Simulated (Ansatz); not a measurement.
`C[BH-](C)[OH+][SiH3]` → B• + 2 C• + 11 H• + O• + Si•  (atomization)

Gas-phase electronic energies from Ansatz, PBE0-D4/def2-TZVP geometries. CCSD(T)/CBS is the MP2 limit (def2-TZVPP, def2-QZVPP) plus CCSD(T) − MP2 in def2-TZVPP, frozen cores. This one scheme is used for every species, atoms too. For atomizations the MP2-based limit and the directly extrapolated one differ by several kJ/mol either way, and by 10 to 25 for some Ge, Se and Sn compounds, so smaller differences from it don't rank the levels. Functionals use def2-TZVPP. B3LYP here is the variant with VWN-RPA as its local correlation; programs differ in this. HSE06 is defined as in plane-wave codes. Open shells (•) are unrestricted, without spin–orbit coupling. Spin–orbit coupling would lower the free atoms: a little for B, C, O, Si. One conformer a species, not always the lowest.

Task: What is ΔE at CCSD(T)/CBS? (Best estimate.)

Result: Ansatz gave: +5713.7 kJ/mol.

Task: What do these levels give: PBE-D4, r2SCAN-D4, HSE06-D4, PBE0, B3LYP, CCSD/CBS(def2)? (An estimate is asked.)

Result: Computed: PBE-D4 5741.1, r2SCAN-D4 5722.2, HSE06-D4 5695.4, PBE0 5666.3, B3LYP 5667.0, CCSD/CBS(def2) 5656.5 kJ/mol.

Largest T1 diagnostic among the species: 0.014.

At CCSD(T), def2-SVP lies −274.3 kJ/mol from the extrapolated value and def2-TZVPP −121.2 kJ/mol: correlation converges slowly with the basis, and small sets miss more of it in the bonded molecule than in its fragments. From r2SCAN to r2SCAN0 (25 % exact exchange), in def2-TZVPP and without D4, ΔE moves by −49.6 kJ/mol: exact exchange takes away binding that semilocal exchange gives to molecules. The D4 term adds +49.7 kJ/mol with B3LYP and +26.5 kJ/mol with PBE0; it sums over pairs of atoms, weighted by their polarisabilities, and B3LYP, whose exchange is more repulsive, gets the larger term.
